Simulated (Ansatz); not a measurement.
`B[NH][GeH]([CH3])[F]` + H₂Se → `[CH3][GeH]([F])[SeH]` + `BN` at 600 K and 1 bar (ligand exchange at a Ge–N bond).

Program: Ansatz. Geometries: PBE0-D4/def2-TZVP. ΔE: electronic, gas phase. CCSD(T)/CBS adds triple-zeta CCSD(T) − MP2 to the extrapolated MP2 energy (def2 sets, frozen cores). This one scheme is used for every species. For Ge, Se outer-core shells are correlated without core-valence functions, which leaves a few kJ/mol of doubt a bond. Scalar relativity is left out up to krypton. One conformer a species, not always the lowest.

| species | CCSD(T)/CBS energy (Eh) | H − E (kJ/mol) | S (J/(mol·K)) |
| --- | --- | --- | --- |
| `B[NH][GeH]([CH3])[F]` | -2297.76421 | 293.9 | 471.0 |
| H₂Se | -2401.89790 | 57.0 | 244.8 |
| `[CH3][GeH]([F])[SeH]` | -4617.74462 | 204.4 | 447.7 |
| `BN` | -81.93499 | 155.9 | 270.2 |

H − E and S are ideal-gas, rigid-rotor, harmonic terms from PBE0-D4/def2-TZVP, for one conformer and one mirror image of each species. 1 Eh = 2625.50 kJ/mol, R = 8.31446 J/(mol·K).

Q: By hand: ΔE, ΔH, ΔS and ΔG.

A: ΔE = (-4617.74462) + (-81.93499) − (-2297.76421) − (-2401.89790) = -0.01750 Eh = -45.9 kJ/mol. Δ(H − E) = 204.4 + 155.9 − 293.9 − 57.0 = 9.4, so ΔH = -36.5 kJ/mol. ΔS = 447.7 + 270.2 − 471.0 − 244.8 = 2.1 J/(mol·K). ΔG = -36.5 − 600 × (2.1)/1000 = -37.8 kJ/mol.

Q: By hand: the equilibrium constant, and the temperature at which ΔG would vanish if ΔH and ΔS stayed fixed.

A: log₁₀ K = −ΔG/(RT ln 10) = 3.3. ΔH and −TΔS have one sign here, so there is no such temperature.

The number of gas molecules stays the same, so ΔS is small and ΔH decides. A doubt of 5 kJ/mol in ΔE shifts log₁₀ K by 0.4 here. Other conformers and mirror images would add mixing entropy, several J/(mol·K) or more a flexible species. Modes under 60 cm⁻¹, often nearly free rotors, make the harmonic entropy too high. These are equilibria of isolated gas molecules and say nothing of rates. Largest T1 diagnostic: 0.012 (customary marks: 0.02 for closed shells, 0.045 for open ones).

ΔS is within the doubt of such terms, so its sign, and with it that verdict, could turn.
